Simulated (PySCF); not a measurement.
# Correlation energy of Ni¹⁰⁺ (nickel, charge +10)

[Ar], closed-shell 1S. Computed with PySCF 2.14 in an uncontracted even-tempered set (19 s from 0.59 bohr⁻², ratio 2.5; 12 p from 0.76 bohr⁻², ratio 2.5; 5 d from 5.6 bohr⁻², ratio 2.7; 4 f from 8.4 bohr⁻², ratio 2.7), with the spin-free X2C one-electron Hamiltonian (Gaussian nucleus). Frozen: 1s2; 16 electrons correlated; the 22 highest virtual orbitals of each spin left out.

```csv
level,correlation energy (mhartree)
CCSD,-595.18
(T),-3.40
CCSD(T),-598.58
```

Diagnostics: T1 = 0.0015, D1 = 0.0035, largest double amplitude 0.028.

Question: Is a single reference adequate?

Answer: Yes, within this model without spin-orbit coupling: T1 lies below 0.03 and no double amplitude reaches 0.07.
